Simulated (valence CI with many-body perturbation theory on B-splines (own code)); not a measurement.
# Pb⁷⁵⁺: E2, E3, M1, M2 decay

Method: relativistic CI+MBPT: five valence electrons over a frozen Dirac-Fock core [He], a basis of 11 s, 11 p, 10 d, 8 f, 5 g, 2 h functions for each j, with the one-electron correlation potential Σ1, the two-electron term Σ2, the three-electron term Σ3, Breit, model QED; selected CI, second order for the rest, scaled by the run's own slope (own B-spline code, finite nucleus).

No measured spectrum was set against this ion. As an estimate, large intervals hold to a few tenths of a per cent, small ones and those within an open d or f shell to about a per cent. Among the levels kept, up to 7700 cm⁻¹ of a level comes from second order outside the variational space, and about a tenth of that is noise between levels of different J, which matters for small intervals.

Lines 51 to 100 of 120 in falling wavelength, among levels below 138160 × 10³ cm⁻¹, chosen from the decays that carry over 1 % of a level's rate. Wavelengths and rates use the calculated energies. Electric multipoles are in the length gauge with retardation, E1 and E2 with the static RPA response of the core. M1 uses the relativistic operator with retardation. Weak lines are less certain than strong ones. Lines between different terms over intervals too small for the method are left out, as are lines whose strength nearly cancels. The highest levels of a list are the least certain.

Levels are named by their leading jj configuration (3d3/2^4 stands for four electrons in 3d with j = 3/2), which in mixed levels can hold well under half, so a name can repeat and another be missing. Letters in brackets count levels of one name in rising energy.

```tsv
λ vac (Å)	Upper	Lower	Type	A (s⁻¹)	Branch %
1.067	(2s^2 2p1/2 2p3/2 3p3/2) J=7/2	(2s^2 2p1/2 2p3/2^2) J=5/2	E2	1.85e+12	21.0
1.066	(2s^2 2p1/2 2p3/2 3p3/2) J=5/2 [a]	(2s^2 2p1/2 2p3/2^2) J=3/2	E2	1.62e+12	20.5
1.066	(2s^2 2p1/2 2p3/2 3p3/2) J=1/2 [a]	(2s^2 2p1/2 2p3/2^2) J=3/2	E2	1.68e+12	16.9
1.066	(2s^2 2p1/2 2p3/2 3p3/2) J=3/2 [a]	(2s^2 2p1/2 2p3/2^2) J=3/2	E2	5.92e+11	6.4
1.065	(2s^2 2p1/2 2p3/2 3p3/2) J=7/2	(2s^2 2p1/2 2p3/2^2) J=3/2	E2	2.10e+11	2.4
1.065	(2s^2 2p1/2 2p3/2 3p3/2) J=3/2 [b]	(2s^2 2p1/2 2p3/2^2) J=5/2	E2	1.30e+11	1.9
1.063	(2s^2 2p3/2^2 3p3/2) J=3/2 [a]	(2s^2 2p3/2^3) J=3/2	E2	3.44e+12	18.3
1.062	(2s^2 2p1/2 2p3/2 3p3/2) J=1/2 [b]	(2s^2 2p1/2 2p3/2^2) J=5/2	E2	3.55e+12	27.3
1.060	(2s^2 2p3/2^2 3p3/2) J=3/2 [b]	(2s^2 2p3/2^3) J=3/2	E2	2.30e+11	1.5
1.059	(2s^2 2p1/2 2p3/2 3p3/2) J=1/2 [b]	(2s^2 2p1/2 2p3/2^2) J=3/2	E2	1.69e+12	13.0
1.058	(2s 2p1/2^2 2p3/2 3p3/2) J=1/2 [b]	(2s 2p1/2^2 2p3/2^2) J=5/2	E2	9.46e+11	1.5
1.049	(2s 2p1/2 2p3/2^2 3d5/2) J=9/2 [b]	(2s 2p1/2 2p3/2^3) J=5/2	M2	2.68e+11	1.8
1.046	(2s 2p1/2^2 2p3/2 3d5/2) J=9/2	(2s 2p1/2^2 2p3/2^2) J=5/2	M2	1.74e+11	48.1
1.046	(2s 2p1/2^2 2p3/2 3d5/2) J=9/2	(2s 2p1/2^2 2p3/2^2) J=5/2	E3	1.10e+10	3.1
1.042	(2s^2 2p1/2 2p3/2 3d5/2) J=9/2	(2s^2 2p1/2 2p3/2^2) J=5/2	M2	1.73e+11	46.7
1.042	(2s^2 2p1/2 2p3/2 3d5/2) J=9/2	(2s^2 2p1/2 2p3/2^2) J=5/2	E3	1.13e+10	3.1
0.8965	(2s 2p1/2 2p3/2^2 3p3/2) J=7/2 [a]	(2s 2p1/2^2 2p3/2^2) J=5/2	E2	7.60e+11	2.4
0.8947	(2s 2p1/2 2p3/2^2 3p3/2) J=1/2 [b]	(2s 2p1/2^2 2p3/2^2) J=3/2	E2	1.89e+12	2.7
0.8937	(2s 2p1/2 2p3/2^2 3p3/2) J=5/2 [d]	(2s 2p1/2^2 2p3/2^2) J=1/2	E2	1.32e+12	1.1
0.8936	(2s 2p1/2 2p3/2^2 3p3/2) J=9/2	(2s 2p1/2^2 2p3/2^2) J=5/2	E2	2.83e+12	19.1
0.8933	(2s^2 2p1/2 2p3/2 3p3/2) J=5/2 [a]	(2s^2 2p1/2^2 2p3/2) J=3/2	E2	6.00e+11	7.6
0.8930	(2s^2 2p1/2 2p3/2 3p3/2) J=1/2 [a]	(2s^2 2p1/2^2 2p3/2) J=3/2	E2	1.26e+12	12.6
0.8928	(2s 2p1/2 2p3/2^2 3p3/2) J=5/2 [e]	(2s 2p1/2^2 2p3/2^2) J=1/2	E2	1.41e+12	1.4
0.8927	(2s^2 2p1/2 2p3/2 3p3/2) J=3/2 [a]	(2s^2 2p1/2^2 2p3/2) J=3/2	E2	2.42e+12	26.3
0.8923	(2s^2 2p1/2 2p3/2 3p3/2) J=7/2	(2s^2 2p1/2^2 2p3/2) J=3/2	E2	2.63e+12	29.8
0.8907	(2s^2 2p1/2 2p3/2 3p3/2) J=3/2 [b]	(2s^2 2p1/2^2 2p3/2) J=3/2	E2	1.45e+11	2.1
0.8907	(2s^2 2p1/2 2p3/2 3p3/2) J=3/2 [b]	(2s^2 2p1/2^2 2p3/2) J=3/2	M1	8.62e+10	1.2
0.8903	(2s^2 2p3/2^2 3p3/2) J=3/2 [a]	(2s^2 2p1/2 2p3/2^2) J=1/2	E2	4.47e+11	2.4
0.8902	(2s^2 2p1/2 2p3/2 3p3/2) J=5/2 [b]	(2s^2 2p1/2^2 2p3/2) J=3/2	E2	2.03e+12	23.3
0.8901	(2s^2 2p3/2^2 3p3/2) J=7/2	(2s^2 2p1/2 2p3/2^2) J=5/2	E2	1.20e+12	8.4
0.8901	(2s^2 2p3/2^2 3p3/2) J=5/2	(2s^2 2p1/2 2p3/2^2) J=5/2	E2	2.07e+12	13.0
0.8900	(2s^2 2p3/2^2 3p3/2) J=1/2	(2s^2 2p1/2 2p3/2^2) J=5/2	E2	3.01e+12	16.9
0.8886	(2s^2 2p3/2^2 3p3/2) J=7/2	(2s^2 2p1/2 2p3/2^2) J=3/2	E2	2.12e+12	14.8
0.8886	(2s^2 2p3/2^2 3p3/2) J=5/2	(2s^2 2p1/2 2p3/2^2) J=3/2	E2	1.16e+12	7.3
0.8884	(2s^2 2p1/2 2p3/2 3p3/2) J=1/2 [b]	(2s^2 2p1/2^2 2p3/2) J=3/2	E2	1.27e+12	9.8
0.8883	(2s^2 2p3/2^2 3p3/2) J=3/2 [b]	(2s^2 2p1/2 2p3/2^2) J=1/2	E2	2.81e+12	18.1
0.8863	(2s^2 2p3/2^2 3p3/2) J=3/2 [a]	(2s^2 2p1/2 2p3/2^2) J=5/2	E2	2.34e+12	12.5
0.8849	(2s^2 2p3/2^2 3p3/2) J=3/2 [a]	(2s^2 2p1/2 2p3/2^2) J=3/2	E2	4.35e+11	2.3
0.8843	(2s^2 2p3/2^2 3p3/2) J=3/2 [b]	(2s^2 2p1/2 2p3/2^2) J=5/2	E2	3.77e+11	2.4
0.8746	(2s^2 2p1/2 2p3/2 3d5/2) J=9/2	(2s^2 2p1/2^2 2p3/2) J=3/2	E3	2.91e+10	7.8
0.8727	(2s^2 2p3/2^2 3d5/2) J=9/2	(2s^2 2p1/2 2p3/2^2) J=5/2	M2	1.18e+11	10.1
0.8713	(2s^2 2p3/2^2 3d5/2) J=9/2	(2s^2 2p1/2 2p3/2^2) J=3/2	E3	2.23e+10	1.9
0.8634	(2s 2p1/2^2 2p3/2 3d3/2) J=5/2 [a]	(2s^2 2p1/2^2 2p3/2) J=3/2	E2	7.34e+12	2.9
0.8628	(2s 2p1/2^2 2p3/2 3d3/2) J=7/2	(2s^2 2p1/2^2 2p3/2) J=3/2	E2	1.20e+13	17.7
0.8627	(2s 2p1/2 2p3/2^2 3d3/2) J=7/2 [a]	(2s^2 2p1/2 2p3/2^2) J=3/2	E2	1.01e+13	1.0
0.8620	(2s 2p1/2 2p3/2^2 3d3/2) J=9/2	(2s^2 2p1/2 2p3/2^2) J=5/2	E2	1.28e+13	56.5
0.8588	(2s 2p1/2 2p3/2^2 3d3/2) J=5/2 [d]	(2s^2 2p1/2 2p3/2^2) J=1/2	E2	9.69e+12	4.5
0.8573	(2s 2p1/2^2 2p3/2 3d3/2) J=3/2 [b]	(2s^2 2p1/2^2 2p3/2) J=3/2	E2	6.82e+12	2.2
0.8570	(2s 2p1/2^2 2p3/2 3d3/2) J=5/2 [b]	(2s^2 2p1/2^2 2p3/2) J=3/2	E2	8.04e+12	5.0
0.8564	(2s 2p1/2^2 2p3/2 3d3/2) J=1/2 [b]	(2s^2 2p1/2^2 2p3/2) J=3/2	E2	1.20e+13	2.4
```
